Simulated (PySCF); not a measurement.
**NMR data sheet: C3H9F3OSi2**

```
Formula                               : C3H9F3OSi2
SMILES                                : CC([SiH3])([SiH3])OC(F)(F)F
InChI                                 : InChI=1S/C3H9F3OSi2/c1-2(8,9)7-3(4,5)6/h1,8-9H3
Point group of the computed structure : C1
Degrees of unsaturation               : 0
Carbon signals                        : 3
Proton signals                        : 2
```

Structure with atom numbers: `[CH3:1][C:2]([SiH3:3])([SiH3:4])[O:5][C:6]([F:7])([F:8])[F:9]`; H(Xn) means a hydrogen on atom n.

[PySCF 2.14.0 with density-fitted response routines: coordinates at the GFN2-xTB level; σ from GIAO-PBE0/pcSseg-1; one conformer; no relativistic terms; in vacuum; rapidly exchanging positions averaged]

Chemical shifts δ = σref − σ; TMS for 1H (σ = 31.72 ppm), 13C (σ = 186.93 ppm), 29Si (σ = 349.16 ppm); CFCl3 for 19F (σ = 170.95 ppm); H2O for 17O (σ = 336.08 ppm), all at this level.

```tsv
carbon	δC, type	δH (multiplicity)	HMBC from (2–3 bonds)	span of the C tensor (ppm)
C1	25.6, CH3	1.90 (s)	H(Si3)/H(Si4)	40
C2	72.9, C	–	H(Si3)/H(Si4), H(C1)	118
C6	132.3, C	–	–	31
```

Other nuclei:
| atoms | nucleus | environment | δ (ppm) | σ (ppm) |
| --- | --- | --- | --- | --- |
| H(Si3)/H(Si4) | 1H | hydrogen on a silicon bonded to C | 4.11 | 27.60 |
| F7/F8/F9 | 19F | fluorine of an OCF3 group | -63.1 | 234.0 |
| Si3/Si4 | 29Si | silicon bonded to C, 3 H | -59.6 | 408.7 |
| O5 | 17O | ether oxygen | 120.8 | 215.3 |

1. Carbon types of the structure: 2 × C, 1 × CH3, leaving 6 H on heteroatoms.
2. δC 132.3: CF3 carbon; 4 electronegative neighbours deshield it.
3. δC 72.9: fully substituted sp3 carbon bonded to O and 2 Si; the inductive effect lowers its shielding.
4. δC 25.6: methyl carbon; aliphatic region, no heteroatom directly attached.
5. δH 4.11: hydrogen on a silicon bonded to C.
6. δH 1.90: hydrogen on a methyl carbon.

Splittings by 19F in the carbon and heteronuclear signals aren't shown, as no couplings were computed. Shifts are as computed. Against solution values, carbons near 30 ppm lie about +3 ppm off and those near 130 ppm about +5 ppm. Of 1309 compounds with measured shifts, 239 miss one by over three times the rms of a fit or turn the order of signals round; such compounds aren't used in these exercises. Unscaled 19F shifts against computed CFCl3 carry errors that often reach 10 to 50 ppm. Experimental scales use liquid or dissolved standards, which lie at an offset from isolated H2O (liquid H2O: subtract about 36 ppm). No couplings were computed; multiplicities are counted from neighbouring protons, with m where these are inequivalent, close in shift, in a saturated or five-membered ring or joined by F or P, and br s for small geminal =CH2 splittings.
